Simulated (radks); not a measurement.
Results of a calculation; reference values are marked as such.
Question: Ionisation of the oxygen ion O2+, [He] 2s2 2p2, to O3+, [He] 2s2 2p1, under several functionals. Non-relativistic Kohn-Sham, spin-polarised, spherical densities, point nucleus; open shells are filled with parallel spins first; a radial shooting solver on a logarithmic mesh with Libxc functionals. The NIST Atomic Spectra Database gives 54.936 eV (semi-empirical). Rank these functionals by the error of their Delta-SCF ionisation energy: OLYP; AM05; LDA (Slater exchange, Perdew-Zunger correlation); revTPSS; PBE; MS2 meta-GGA; exchange-only LDA; r2SCAN; BLYP; revPBE.

Answer: From best to worst: AM05 55.354 eV (+0.418); revPBE 55.447 eV (+0.512); revTPSS 55.471 eV (+0.535); LDA (Slater exchange, Perdew-Zunger correlation) 55.488 eV (+0.553); PBE 55.497 eV (+0.561); BLYP 55.521 eV (+0.586); MS2 meta-GGA 55.577 eV (+0.642); OLYP 55.593 eV (+0.657); exchange-only LDA 54.206 eV (-0.729); r2SCAN 55.903 eV (+0.967). Open shells are spherical and high-spin; term and fine-structure splittings are not resolved.
